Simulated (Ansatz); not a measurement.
Ansatz (a first-principles code) input (B3LYP-D3(BJ)/def2-TZVP):

Ansatz 0.2 input:
```yaml
crystal:
  periodic: [false, false, false]
  atoms:
    - {symbol: Te, position_ang: [0.00854381, 0.00267691, 0.67672660]}
    - {symbol: Cl, position_ang: [1.13762785, -1.48820458, -0.68156341]}
    - {symbol: Cl, position_ang: [1.91836716, 1.48566531, 0.28786886]}
    - {symbol: Cl, position_ang: [-1.15956573, 1.46271769, -0.68247883]}
    - {symbol: Cl, position_ang: [-1.91151411, -1.49172896, 0.37814920]}
basis:
  gaussian:
    orbitals: def2-TZVP
hamiltonian:
  xc: b3lyp
  dispersion: d3bj
relax: {f_tol: 0.002, max_steps: 150}
```

Output:

```
Functional definition: B3LYP
integrals: 0.17 GiB planned
1475 factors; their error is unknown
mean field: 1.51 GiB planned
mean field evaluation 1: about -57386.9671 eV, gradient 3.8e1 eV
mean field evaluation 2: about -57375.4690 eV, gradient 8.0e1 eV
mean field evaluation 4: about -57390.8429 eV, gradient 2.6e0 eV
mean field evaluation 8: about -57390.8616 eV, gradient 6.4e-2 eV
mean field evaluation 16: about -57391.0656 eV, gradient 1.3e-3 eV
mean field -57391.06560787 eV, -2109.0827600279 hartree, gradient 4.8e-5 eV, S^2 0.000000; 0 other end points of the search recorded, 0 dependent functions left out
the calculation of the forces begins
reference -57391.06589463 eV, -2109.0827705660 hartree; 46, 46 occupied and 152, 152 virtual orbitals, 1475 factors
relax step   1: F+E_penalty+E_count = -57391.59820917 eV  Δ(F+E_penalty+E_count) = +0.000e0 eV  max|allowed force component| = 2.776e-1 eV/Å  Δτ_max = 0.0000 Å  (28 SCF iters, accepted)
these checks for a lower state are left out or cut short: starts, cluster_reference, orbital_swaps, neighbouring_geometries, increment
integrals: 0.17 GiB planned
1475 factors; their error is unknown
mean field: 1.49 GiB planned
mean field -57391.14836969 eV, -2109.0858014686 hartree, gradient 1.1e-5 eV, S^2 0.000000; 0 other end points of the search recorded, 0 dependent functions left out
the calculation of the forces begins
reference -57391.14866179 eV, -2109.0858122031 hartree; 46, 46 occupied and 152, 152 virtual orbitals, 1475 factors
relax step   2: F+E_penalty+E_count = -57391.65990902 eV  Δ(F+E_penalty+E_count) = -6.170e-2 eV  max|allowed force component| = 2.569e-1 eV/Å  Δτ_max = 0.1946 Å  (37 SCF iters, accepted)
these checks for a lower state are left out or cut short: starts, cluster_reference, orbital_swaps, neighbouring_geometries, increment
integrals: 0.17 GiB planned
1475 factors; their error is unknown
mean field: 1.50 GiB planned
mean field evaluation 32: about -57391.1653 eV, gradient 3.7e-3 eV
mean field -57391.16530110 eV, -2109.0864236864 hartree, gradient 1.2e-5 eV, S^2 0.000000; 0 other end points of the search recorded, 0 dependent functions left out
the calculation of the forces begins
reference -57391.16559025 eV, -2109.0864343125 hartree; 46, 46 occupied and 152, 152 virtual orbitals, 1475 factors
relax step   3: F+E_penalty+E_count = -57391.68801607 eV  Δ(F+E_penalty+E_count) = -2.811e-2 eV  max|allowed force component| = 5.648e-1 eV/Å  Δτ_max = 0.1773 Å  (38 SCF iters, accepted)
these checks for a lower state are left out or cut short: starts, cluster_reference, orbital_swaps, neighbouring_geometries, increment
integrals: 0.17 GiB planned
1475 factors; their error is unknown
mean field: 1.50 GiB planned
mean field -57391.18272638 eV, -2109.0870640538 hartree, gradient 5.1e-6 eV, S^2 0.000000; 0 other end points of the search recorded, 0 dependent functions left out
the calculation of the forces begins
reference -57391.18301621 eV, -2109.0870747048 hartree; 46, 46 occupied and 152, 152 virtual orbitals, 1475 factors
relax step   4: F+E_penalty+E_count = -57391.70111926 eV  Δ(F+E_penalty+E_count) = -1.310e-2 eV  max|allowed force component| = 2.414e-1 eV/Å  Δτ_max = 0.0360 Å  (33 SCF iters, accepted)
these checks for a lower state are left out or cut short: starts, cluster_reference, orbital_swaps, neighbouring_geometries, increment
integrals: 0.17 GiB planned
1475 factors; their error is unknown
mean field: 1.50 GiB planned
mean field -57391.18546735 eV, -2109.0871647824 hartree, gradient 5.2e-6 eV, S^2 0.000000; 0 other end points of the search recorded, 0 dependent functions left out
the calculation of the forces begins
reference -57391.18575704 eV, -2109.0871754282 hartree; 46, 46 occupied and 152, 152 virtual orbitals, 1475 factors
relax step   5: F+E_penalty+E_count = -57391.70458429 eV  Δ(F+E_penalty+E_count) = -3.465e-3 eV  max|allowed force component| = 1.779e-2 eV/Å  Δτ_max = 0.0334 Å  (33 SCF iters, accepted)
these checks for a lower state are left out or cut short: starts, cluster_reference, orbital_swaps, neighbouring_geometries, increment
integrals: 0.17 GiB planned
1475 factors; their error is unknown
mean field: 1.50 GiB planned
mean field -57391.18523105 eV, -2109.0871560987 hartree, gradient 1.2e-5 eV, S^2 0.000000; 0 other end points of the search recorded, 0 dependent functions left out
the calculation of the forces begins
reference -57391.18552065 eV, -2109.0871667410 hartree; 46, 46 occupied and 152, 152 virtual orbitals, 1475 factors
relax step   6: F+E_penalty+E_count = -57391.70474843 eV  Δ(F+E_penalty+E_count) = -1.641e-4 eV  max|allowed force component| = 7.520e-3 eV/Å  Δτ_max = 0.0116 Å  (32 SCF iters, accepted)
these checks for a lower state are left out or cut short: starts, cluster_reference, orbital_swaps, neighbouring_geometries, increment
integrals: 0.17 GiB planned
1475 factors; their error is unknown
mean field: 1.50 GiB planned
mean field -57391.18519421 eV, -2109.0871547448 hartree, gradient 1.3e-5 eV, S^2 0.000000; 0 other end points of the search recorded, 0 dependent functions left out
the calculation of the forces begins
reference -57391.18548380 eV, -2109.0871653868 hartree; 46, 46 occupied and 152, 152 virtual orbitals, 1475 factors
relax step   7: F+E_penalty+E_count = -57391.70476659 eV  Δ(F+E_penalty+E_count) = -1.816e-5 eV  max|allowed force component| = 7.351e-3 eV/Å  Δτ_max = 0.0055 Å  (33 SCF iters, accepted)
these checks for a lower state are left out or cut short: starts, cluster_reference, orbital_swaps, neighbouring_geometries, increment
integrals: 0.17 GiB planned
1475 factors; their error is unknown
mean field: 1.50 GiB planned
mean field evaluation 64: about -57390.9791 eV, gradient 3.2e-4 eV
mean field -57391.18527992 eV, -2109.0871578944 hartree, gradient 1.3e-5 eV, S^2 0.000000; 0 other end points of the search recorded, 0 dependent functions left out
the calculation of the forces begins
reference -57391.18556952 eV, -2109.0871685369 hartree; 46, 46 occupied and 152, 152 virtual orbitals, 1475 factors
relax step   8: F+E_penalty+E_count = -57391.70478866 eV  Δ(F+E_penalty+E_count) = -2.207e-5 eV  max|allowed force component| = 3.812e-4 eV/Å  Δτ_max = 0.0026 Å  (33 SCF iters, accepted)
integrals: 0.17 GiB planned
1475 factors; their error is unknown
mean field: 1.50 GiB planned
mean field -57391.18527992 eV, -2109.0871578944 hartree, gradient 1.3e-5 eV, S^2 0.000000; 1 other end points of the search recorded, 0 dependent functions left out
the calculation of the forces begins
reference -57391.18556952 eV, -2109.0871685369 hartree; 46, 46 occupied and 152, 152 virtual orbitals, 1475 factors
Total energy: -57391.70507826 eV, -2109.1062601311 hartree
Atom 0 at     0.007321     0.001039     0.590520 Å, force     0.000381     0.000305     0.000238 eV/Å
Atom 1 at     1.080589    -1.423731    -0.900511 Å, force    -0.000027    -0.000154    -0.000122 eV/Å
Atom 2 at     1.951408     1.513188     0.549181 Å, force     0.000011     0.000002     0.000070 eV/Å
Atom 3 at    -1.109247     1.391612    -0.901000 Å, force    -0.000162     0.000004    -0.000120 eV/Å
Atom 4 at    -1.936612    -1.510982     0.640512 Å, force    -0.000204    -0.000157    -0.000067 eV/Å
Dipole moment:     0.002587     0.002042     0.182534 e Å
```
